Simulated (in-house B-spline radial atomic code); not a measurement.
The numbers below are computed, except where a source is named.
**Sc in an electron gas of r_s = 4: phase shifts, screening and friction**

A nucleus sits in a uniform electron gas with a rigid positive background. The Kohn-Sham equations are solved self-consistently in the spin-unpolarised LDA (PW92), non-relativistic, on B-splines with outgoing waves at the boundary and partial waves to l = 8. The model has no lattice, no bands and no magnetic solution. Atomic units; δ_l are the phase shifts at the Fermi level, counted so that each bound state adds π, and good to about 0.0005. A narrow, partly filled d or f resonance in a thin gas would split by spin, so such rows rest on a solution that is probably unstable.

The density parameter is r_s = 4 bohr.

```
l  δ_l (rad)
0     9.8721
1     6.5766
2     0.7178
3    -0.0282
4    -0.0014
5     0.0002
6    -0.0002
7    -0.0001
8    -0.0002
```

Bound levels below the band bottom (hartree): s -159.9, s -16.9, p -13.93, s -1.697, p -0.9458.

(1) Check the Friedel sum rule, and say where the screening charge sits.

(2) Find the transport cross section and the electronic stopping of a 10 keV Sc ion (mass 44.96 u).

Results:

(1) k_F = (9π/4)^(1/3)/r_s = 0.47979. The rule is Z = (2/π) Σ (2l + 1) δ_l. The terms are s 6.285, p 12.560, d 2.285, f -0.126 and -0.011 beyond, in all 20.993 against Z = 21. Bound states hold 6 s, 12 p, 0 d electrons, so the scattering states carry 2.99 in all.

(2) σ_tr = (4π/k_F²) Σ (l + 1) sin²(δ_l − δ_(l+1)). The terms for l = 0 to 3 are 0.0235, 0.3391, 1.3819, 0.0029, all together 1.7474, so σ_tr = 54.589 × 1.7474 = 95.390 bohr². With n = 3/(4π r_s³) = 0.00373, the friction coefficient is Q = n k_F σ_tr = 0.1707. For v well below v_F = 0.480, dE/dx = Q v; with 24801 eV per u at v = 1, v = √(10000/(24801 × 44.96)) = 0.0947, so dE/dx = 0.01617 hartree/bohr = 8.31 eV/nm. The largest term couples the d and f waves.
